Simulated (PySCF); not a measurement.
ClH2Si, SMILES [SiH2]Cl, multiplicity 2. Atoms are numbered in the order given.

```xyz
4

Si    -1.0329     0.1014     0.0000
Cl     1.0317    -0.0164     0.0000
H     -1.5389    -0.5700    -1.2234
H     -1.5389    -0.5700     1.2234
```
Charge 0, spin multiplicity 2.

Geometry optimised at B3LYP-D3(BJ)/def2-TZVP. The isomer is the one that the SMILES or the coordinates give; other isomers of the formula were not compared.

Calculation: PySCF with B3LYP/def2-TZVPD.

Gas-phase values at a fixed geometry.

The total energy is -750.94623 hartree. The point group is Cs and the α spin, highest occupied and lowest empty level is -6.32 and -0.66 eV. The β spin, highest occupied and lowest empty level is -8.84 and -3.27 eV and the dipole moment is 0.251 e·Å. The quadrupole, principal values (traceless, Buckingham form, about the centre of nuclear charge) comes out as -0.65, -0.33, 0.97 D·Å. The mean static polarisability is 46.1 bohr³ (6.83 Å³), the polarisability, principal values is 40.2, 42.5, 55.5 bohr³ and the ⟨S²⟩ comes out as 0.752 (pure state 0.75).
